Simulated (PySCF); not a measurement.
Cost of excited-state runs on SMILES CO/C(C=O)=C/OC=O, C₅H₆O₄

Bonds (- single, = double, # triple, : aromatic): C1-O2 1.410 Å, O2-C3 1.354 Å, C3-C4 1.482 Å, C4=O5 1.201 Å, C3=C6 1.345 Å, C6-O7 1.380 Å, O7-C8 1.336 Å, C8=O9 1.191 Å. C1 carries H10, H11, H12; C4 carries H13; C6 carries H14; C8 carries H15. Stereochemistry as in CO/C(C=O)=C/OC=O.

PySCF with density fitting, on 1 thread of an Arm Neoverse V1, shared host. Command: `OMP_NUM_THREADS=1 python excited_run.py task.json out`

Question: How long does each of these runs take, and how much memory?
- magnetisability and related constants, B3LYP/pcSseg-1; usual settings
- magnetisability and related constants, B97-D/pcSseg-1; level shift 0.2 Eh

Answer: 
```
                                  run           level  basis functions  wall time  peak memory (GiB)
magnetisability and related constants  B3LYP/pcSseg-1              183       30 s                0.8
magnetisability and related constants  B97-D/pcSseg-1              183       43 s               0.76
```
Times from a shared host are rough.
